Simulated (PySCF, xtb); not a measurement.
CCl₃, SMILES Cl[C+](Cl)Cl, charge +1.

GFN2-xTB run with xtb at its own geometry gives an orbital gap of 2.68 eV.

Coordinates come from a r2SCAN-D4/def2-SVP optimisation.

Q: What does PBE/def2-TZVPD in PySCF give? (Estimate from the structure and the level; the computed values follow.)

A: gap 3.17 eV (levels -13.99 and -10.82 eV).
